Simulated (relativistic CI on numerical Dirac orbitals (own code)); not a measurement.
## Ligand-field terms of d1

Computed with a parametric ligand-field model of a d^n configuration (Racah B and C, spin-orbit zeta, crystal field), exact diagonalisation.

Field parameters in Wybourne normalisation: Oh B⁴₀ = 21Dq, B⁴₄ = √(5/14) B⁴₀. The field is a parameter set, without covalency, and values of 10Dq over about 45,000 cm⁻¹ lie beyond real compounds.

B = 1030 cm⁻¹, C = 5310 cm⁻¹ (C/B = 5.16), Oh, no spin-orbit coupling. Tanabe-Sugano data, E/B above the lowest term (Δ = |10Dq|; b, c mark the second and third term of a kind):

```
 Δ/B   2T2     2E
 1.0  0.00   1.00
 5.0  0.00   5.00
 9.0  0.00   9.00
13.0  0.00  13.00
17.0  0.00  17.00
21.0  0.00  21.00
25.0  0.00  25.00
29.0  0.00  29.00
33.0  0.00  33.00
37.0  0.00  37.00
41.0  0.00  41.00
45.0  0.00  45.00
```

The ground term stays 2T2.
